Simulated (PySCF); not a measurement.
PySCF 2.14 output of an unrestricted PBE0 calculation on a single atom or ion in aug-cc-pVTZ-PP with one added diffuse shell each of s, p, d, f, g type with ECP28MDF (7s7p6d4f3g, 113 functions), with scalar relativity through the core potential:

```
SCF conv_tol = 1e-09
number electrons alpha = 10  beta = 4
    C. Adamo and V. Barone.,  J. Chem. Phys. 110, 6158 (1999)
    M. Ernzerhof and G. E. Scuseria.,  J. Chem. Phys. 110, 5029 (1999)
cycle= 1 E= -79.6530616369774  delta_E= -0.00514  |g|= 0.0162  |ddm|= 0.534
cycle= 2 E= -79.6532397763738  delta_E= -0.000178  |g|= 0.00311  |ddm|= 0.163
cycle= 3 E= -79.6532827242102  delta_E= -4.29e-05  |g|= 0.00138  |ddm|= 0.0506
cycle= 4 E= -79.6533217389224  delta_E= -3.9e-05  |g|= 0.00122  |ddm|= 0.0346
cycle= 5 E= -79.6533570704176  delta_E= -3.53e-05  |g|= 0.00117  |ddm|= 0.0289
cycle= 6 E= -79.6535538563628  delta_E= -0.000197  |g|= 0.00079  |ddm|= 0.191
cycle= 7 E= -79.6535805058179  delta_E= -2.66e-05  |g|= 0.000399  |ddm|= 0.0467
cycle= 8 E= -79.6535887958746  delta_E= -8.29e-06  |g|= 0.000336  |ddm|= 0.0644
cycle= 9 E= -79.6535582648269  delta_E= 3.05e-05  |g|= 0.000902  |ddm|= 0.111
cycle= 10 E= -79.6535901230697  delta_E= -3.19e-05  |g|= 7.86e-05  |ddm|= 0.0977
cycle= 11 E= -79.6535902259321  delta_E= -1.03e-07  |g|= 3.77e-05  |ddm|= 0.00887
cycle= 12 E= -79.653590265871  delta_E= -3.99e-08  |g|= 2.18e-06  |ddm|= 0.00296
cycle= 13 E= -79.6535902659329  delta_E= -6.19e-11  |g|= 1.07e-06  |ddm|= 0.000228
converged SCF energy = -79.6535902659329  <S^2> = 12.000763  2S+1 = 7.0002179
```

The run itself started from symmetry-adapted Hartree-Fock orbitals and held the occupation by maximum overlap, on a logarithmic radial grid, so the iterations belong to that start.

Problem. Which element, charge and spin multiplicity is this?

Solution. Tc+ (technetium, charge +1), multiplicity 7; the state was [Kr] 4d4 5s1 6s1, high-spin 7D determinant (an excited configuration).

Energies and moments cover only the electrons outside the core potential. The outer electron is Rydberg-like, and this basis confines it to a smaller radius and binds it less than a complete one would.
